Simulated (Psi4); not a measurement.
C₇H₇O, doublet, geometry from GFN2-xTB; BLYP/STO-3G in Psi4 1.11.

Here is a job for Psi4.
```
memory 2 GB

molecule mol {
0 2
  C    -2.817685   -0.323967   -0.283078
  C    -1.338074   -0.154381   -0.115965
  C    -0.452404   -0.500559   -1.128259
  C     0.910877   -0.338040   -0.990529
  C     1.445387    0.188091    0.190179
  O     2.794706    0.334896    0.294889
  C     0.543070    0.519666    1.168180
  C    -0.803718    0.372181    1.064960
  H    -3.046782   -1.321602   -0.654552
  H    -3.200551    0.398726   -1.004144
  H    -3.337468   -0.175067    0.659952
  H    -0.841916   -0.909441   -2.049815
  H     1.597981   -0.608757   -1.777731
  H     3.007172    0.705653    1.159234
  H    -1.460804    0.653377    1.875014
}

set basis sto-3g
set reference uks
set scf_type pk
set puream true
set d_convergence 1e-8
set dft_radial_points 99
set dft_spherical_points 590

energy('blyp')
print_variables()
```

Output, abridged:

```
   => Loading Basis Set <=

    Name: STO-3G
    Role: ORBITAL
    Keyword: BASIS

         ---------------------------------------------------------
                                   SCF
               by Justin Turney, Rob Parrish, Andy Simmonett
                          and Daniel G. A. Smith
                              UKS Reference
         ---------------------------------------------------------

  ==> Geometry <==

    Molecular point group: c1
    Full point group: C1

    Geometry (in Angstrom), charge = 0, multiplicity = 2:

       Center              X                  Y                   Z               Mass
    ------------   -----------------  -----------------  -----------------  -----------------
         C           -2.885047802292    -0.335602503047    -0.299673242764    12.000000000000
         C           -1.405436802292    -0.166016503047    -0.132560242764    12.000000000000
         C           -0.519766802292    -0.512194503047    -1.144854242764    12.000000000000
         C            0.843514197708    -0.349675503047    -1.007124242764    12.000000000000
         C            1.378024197708     0.176455496953     0.173583757236    12.000000000000
         O            2.727343197708     0.323260496953     0.278293757236    15.994914619570
         C            0.475707197708     0.508030496953     1.151584757236    12.000000000000
         C           -0.871080802292     0.360545496953     1.048364757236    12.000000000000
         H           -3.114144802292    -1.333237503047    -0.671147242764     1.007825032230
         H           -3.267913802292     0.387090496953    -1.020739242764     1.007825032230
         H           -3.404830802292    -0.186702503047     0.643356757236     1.007825032230
         H           -0.909278802292    -0.921076503047    -2.066410242764     1.007825032230
         H            1.530618197708    -0.620392503047    -1.794326242764     1.007825032230
         H            2.939809197708     0.694017496953     1.142638757236     1.007825032230
         H           -1.528166802292     0.641741496953     1.858418757236     1.007825032230

  Running in c1 symmetry.

  Rotational constants: A =      0.19852  B =      0.04910  C =      0.03965 [cm^-1]
  Rotational constants: A =   5951.51776  B =   1471.88090  C =   1188.73265 [MHz]
  Nuclear repulsion =  332.587043896086413

  Charge       = 0
  Multiplicity = 2
  Electrons    = 57
  Nalpha       = 29
  Nbeta        = 28

  ==> Algorithm <==

  SCF Algorithm Type is PK.
  DIIS enabled.
  MOM disabled.
  Fractional occupation disabled.
  Guess Type is SAD.
  Energy threshold   = 1.00e-06
  Density threshold  = 1.00e-08
  Integral threshold = 1.00e-12

  ==> Primary Basis <==

  Basis Set: STO-3G
    Blend: STO-3G
    Number of shells: 31
    Number of basis functions: 47
    Number of Cartesian functions: 47
    Spherical Harmonics?: true
    Max angular momentum: 1

  ==> DFT Potential <==

   => LibXC <=

    Version 7.1.2
    S. Lehtola, C. Steigemann, M. J. T. Oliveira, and M. A. L. Marques,  SoftwareX 7, 1–5 (2018) (10.1016/j.softx.2017.11.002)

   => Composite Functional: BLYP <=

    BLYP GGA Exchange-Correlation Functional

    P.J. Stephens et. al., J. Phys. Chem., 98, 11623-11627, 1994
    B. Miehlich et. al., Chem. Phys. Lett., 157(3), 200-206 1989

    Deriv               =              1
    GGA                 =           TRUE
    Meta                =          FALSE

    Exchange Hybrid     =          FALSE
    MP2 Hybrid          =          FALSE

   => Exchange Functionals <=

    1.0000     XC_GGA_X_B88

   => Correlation Functionals <=

    1.0000     XC_GGA_C_LYP

   => LibXC Density Thresholds  <==

    XC_GGA_C_LYP:  1.00E-14
    XC_GGA_X_B88:  1.00E-15

   => Molecular Quadrature <=

    Radial Scheme          =       TREUTLER
    Pruning Scheme         =           NONE
    Nuclear Scheme         =       TREUTLER

    Blocking Scheme        =         OCTREE
    BS radius alpha        =              1
    Pruning alpha          =              1
    Radial Points          =             99
    Spherical Points       =            590
    Total Points           =         805240
    Total Blocks           =           5589
    Max Points             =            256
    Max Functions          =             45
    Weights Tolerance      =       1.00E-15

  ==> Integral Setup <==

  Using in-core PK algorithm.
   Calculation information:
      Number of atoms:                  15
      Number of AO shells:              31
      Number of primitives:             93
      Number of atomic orbitals:        47
      Number of basis functions:        47

      Integral cutoff                 1.00e-12
      Number of threads:                 1

  Performing in-core PK
  Using 1273512 doubles for integral storage.
  We computed 107854 shell quartets total.
  Whereas there are 123256 unique shell quartets.

  ==> DiskJK: Disk-Based J/K Matrices <==

    J tasked:                  Yes
    K tasked:                   No
    wK tasked:                  No
    Schwarz Cutoff:          1E-12

  Minimum eigenvalue in the overlap matrix is 1.6598727521E-01.
  Reciprocal condition number of the overlap matrix is 6.4876613531E-02.
    Using symmetric orthogonalization.

  ==> Pre-Iterations <==

  SCF Guess: Superposition of Atomic Densities via on-the-fly atomic UHF (no occupation information).

   -------------------------
    Irrep   Nso     Nmo
   -------------------------
     A         47      47
   -------------------------
    Total      47      47
   -------------------------

  ==> Iterations <==

                        Total Energy        Delta E     RMS |[F,P]|

   @UKS iter SAD:  -338.79997367693915   -3.38800e+02   0.00000e+00
   @UKS iter   1:  -341.51211700289497   -2.71214e+00   3.72840e-03 DIIS/ADIIS
   @UKS iter   2:  -341.49512808022382    1.69889e-02   5.42367e-03 DIIS/ADIIS
   @UKS iter   3:  -341.53418575995499   -3.90577e-02   5.26255e-04 DIIS/ADIIS
   @UKS iter   4:  -341.53405769809302    1.28062e-04   6.01639e-04 DIIS/ADIIS
   @UKS iter   5:  -341.53465823855174   -6.00540e-04   9.19443e-05 DIIS
   @UKS iter   6:  -341.53467648471985   -1.82462e-05   4.53995e-05 DIIS
   @UKS iter   7:  -341.53468052326303   -4.03854e-06   2.16736e-05 DIIS
   @UKS iter   8:  -341.53468161881193   -1.09555e-06   1.21583e-05 DIIS
   @UKS iter   9:  -341.53468194681636   -3.28004e-07   5.34586e-06 DIIS
   @UKS iter  10:  -341.53468200847317   -6.16568e-08   2.72432e-06 DIIS
   @UKS iter  11:  -341.53468202439217   -1.59190e-08   6.26755e-07 DIIS
   @UKS iter  12:  -341.53468202478359   -3.91424e-10   6.02523e-07 DIIS
   @UKS iter  13:  -341.53468202535163   -5.68036e-10   1.21088e-07 DIIS
   @UKS iter  14:  -341.53468202537465   -2.30216e-11   5.61439e-08 DIIS
   @UKS iter  15:  -341.53468202537931   -4.66116e-12   2.37027e-08 DIIS
   @UKS iter  16:  -341.53468202537954   -2.27374e-13   7.10470e-09 DIIS
  Energy and wave function converged.

  ==> Post-Iterations <==

   Electrons on quadrature grid:
      Nalpha   =   29.0000004703 ; deviation = 4.703e-07
      Nbeta    =   28.0000004559 ; deviation = 4.559e-07
      Ntotal   =   57.0000009262 ; deviation = 9.262e-07

   @Spin Contamination Metric:   5.731683270E-03
   @S^2 Expected:                7.500000000E-01
   @S^2 Observed:                7.557316833E-01
   @S   Expected:                5.000000000E-01
   @S   Observed:                5.000000000E-01

    Orbital Energies [Eh]
    ---------------------

    Alpha Occupied:

[...]
    Alpha Virtual:

[...]
    Beta Occupied:

[...]
      28A     -0.093082

    Beta Virtual:

[...]
      47A      0.771531

    Final Occupation by Irrep:
              A
    DOCC [    28 ]
    SOCC [     1 ]
    NA   [    29 ]
    NB   [    28 ]

  @UKS Final Energy:  -341.53468202537954

   => Energetics <=

    Nuclear Repulsion Energy =            332.5870438960864135
    One-Electron Energy =               -1123.3200444039559898
    Two-Electron Energy =                 498.2672199436434539
    DFT Exchange-Correlation Energy =     -49.0689014611534944
    Empirical Dispersion Energy =           0.0000000000000000
    VV10 Nonlocal Energy =                  0.0000000000000000
    Total Energy =                       -341.5346820253795386

  UHF NO Occupations:
  HONO-2 :   27  A 1.9998324
  HONO-1 :   28  A 1.9976573
  HONO-0 :   29  A 1.0000000
  LUNO+0 :   30  A 0.0023427
  LUNO+1 :   31  A 0.0001676
  LUNO+2 :   32  A 0.0001276
  LUNO+3 :   33  A 0.0001085

Computation Completed

Properties will be evaluated at   0.000000,   0.000000,   0.000000 [a0]

Properties computed using the SCF density matrix

 Multipole Moments:

 ------------------------------------------------------------------------------------
     Multipole            Electronic (a.u.)      Nuclear  (a.u.)        Total (a.u.)
 ------------------------------------------------------------------------------------

 L = 1.  Multiply by 2.5417464519 to convert [e a0] to [Debye]
 Dipole X            :          7.3172195           -7.2559469            0.0612726
 Dipole Y            :          1.4028671           -1.2533054            0.1495617
 Dipole Z            :          2.1224189           -1.7875502            0.3348687
 Magnitude           :                                                    0.3718334

 ------------------------------------------------------------------------------------

  Variable Map:
  ----------------------------------------------------------------------------
[...]
  Array Variable Map:
  ----------------------------------------------------------------------------
[...]
[...]
```
